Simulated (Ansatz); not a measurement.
Total energies of HfO₃H₂ from Ansatz at PBE0-D4/def2-TZVP, gas phase (1 Eh = 27.2114 eV = 2625.5 kJ/mol). The reference geometry is relaxed at B3LYP-D4/def2-TZVP.

```
atom   x (Å)   y (Å)   z (Å)
 Hf1  -0.148  -0.274   0.248
  O2  -0.170   1.104   1.614
  O3   1.145   0.343   1.557
  O4  -0.016   0.097  -1.658
  H5  -1.054  -1.872   0.668
  H6   0.243   0.602  -2.428
```

| state | geometry | energy (Eh) |
| --- | --- | --- |
| charge 0 singlet | reference | -274.76458 |
| charge 1 doublet | reference | -274.40129 |
| free Hf atom (triplet) | – | -47.84253 |
| free O atom (triplet) | – | -75.01860 |
| free H atom (doublet) | – | -0.50104 |

In the def2 sets Hf takes a core potential; there is no spin–orbit coupling. The structure holds one bond between oxygen atoms, so isomers without such links may lie far lower.

Task: Work out the vertical ionisation energy to the doublet.

Result: E(charge 1 doublet) − E(charge 0 singlet) = -274.40129 − (-274.76458) = 0.36329 Eh = 9.89 eV. For comparison, −ε of the highest occupied level is 7.59 eV at this level, 2.30 eV less.

Task: What is the binding energy per atom against free atoms?

Result: Atoms: 1 × (-47.84253) + 3 × (-75.01860) + 2 × (-0.50104) = -273.90041 Eh. Binding: -273.90041 − (-274.76458) = 0.86417 Eh = 23.52 eV, or 3.92 eV for each of 6 atoms (no zero-point energy, no counterpoise term).

The structure comes from a short search, and lower isomers may exist.
